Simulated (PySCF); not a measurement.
Compound: C5H2F2NO (doublet state).
SMILES with atom numbers: `[N:1]#[C:2][C:3]([F:4])[C@H:5]1[O:6][CH:7]=[C:8]1[F:9]` (hydrogens: H10 on C5; H11 on C7)

Geometry (GFN2-xTB, Å), atoms numbered from 1 in this order:
```
atom  x, y, z in Å
N1    -1.4002    2.5026   -0.6100
C2    -1.4048    1.3623   -0.4149
C3    -1.3687    0.0081   -0.1824
F4    -2.5091   -0.6528    0.0508
C5    -0.1240   -0.7803   -0.1260
O6     0.8420   -0.4086   -1.1421
C7     1.7263   -0.0044   -0.1561
C8     0.9334   -0.3169    0.8674
F9     0.9413   -0.2340    2.1886
H10   -0.3348   -1.8521   -0.1393
H11    2.7040    0.3786   -0.3617
```

The hyperfine couplings belong to this conformer and change with its torsions.

Theory: UKS B3LYP, pcH-1 on C F H N O, non-relativistic, mean-field spin-orbit, GIAO in PySCF 2.14.0. The structure is a single GFN2-xTB conformer in the gas phase; no vibrational or solvent corrections. The geometry wasn't refined by DFT: couplings that depend on bond lengths, twists or pyramidal angles can differ widely from those at the functional's own minimum. The SCF solution wasn't tested for stability.

Principal values of hyperfine tensors in MHz (contact and dipolar terms together), for some of the nuclei:

| atom | isotope | A1 | A2 | A3 |
| --- | --- | --- | --- | --- |
| C3 | 13C | 7.53 | 8.99 | 213.85 |
| C2 | 13C | -76.32 | -60.03 | -38.54 |
| C8 | 13C | 49.79 | 51.11 | 69.80 |
| C5 | 13C | -31.83 | -29.31 | -27.01 |
| O6 | 17O | -39.51 | -11.23 | -9.86 |
| H10 | 1H | 5.95 | 6.77 | 17.83 |
| N1 | 14N | -8.53 | -4.67 | 37.19 |
| F9 | 19F | -7.72 | -7.18 | 19.49 |

(1) Split each tensor into its isotropic and traceless parts, and turn a_iso into mT with g = 2.0038.

(2) What spin density at the nucleus of C5 lies behind its contact coupling (g_N = 1.40482)?

(3) F4 (19F, g_N = 5.25774) isn't in the table. Its spin density at the nucleus is 0.0306 bohr⁻³. What is its contact coupling?

(4) Which nucleus of the table has the largest anisotropic coupling, and what is its form?

(5) In a single crystal, with the field along each principal axis of the tensor of C3 in turn, what first-order splitting does this nucleus give (isotropic g, quadrupole terms neglected)?

## Answers

(1) a_iso = (A1 + A2 + A3)/3, Ti = Ai − a_iso; 1 mT corresponds to 28.046 MHz.

```
atom  a_iso (MHz)  a_iso (mT)      T1      T2      T3
  C3        76.79       2.738  -69.26  -67.80  137.06
  C2       -58.30      -2.079  -18.02   -1.73   19.75
  C8        56.90       2.029   -7.11   -5.78   12.90
  C5       -29.38      -1.048   -2.45    0.07    2.38
  O6       -20.20      -0.720  -19.31    8.97   10.34
 H10        10.18       0.363   -4.23   -3.42    7.65
  N1         8.00       0.285  -16.53  -12.67   29.19
  F9         1.53       0.055   -9.25   -8.71   17.96
```

(2) a_FC = (2μ0/3) gₑ μB g_N μN ρ(0)/(2S·h) = 800.24 MHz × g_N × ρ(0)/(2S), with ρ in bohr⁻³. With a_FC = -29.38 MHz and 2S = 1, ρ(0) = -0.02614 bohr⁻³.

(3) By the same relation, a_FC = 128.7 MHz. Its full tensor has the principal values -123.32, -81.27, 590.81 MHz.

(4) C3: -69.3, -67.8, 137.1 MHz, axial, in the ratio −1:−1:+2, the form that spin in one p orbital centred on that nucleus gives.

(5) 2 lines (I = 1/2), spaced by |A_i|/(g × 13.996): 0.27, 0.32, 7.62 mT along the axes of A1, A2 and A3.
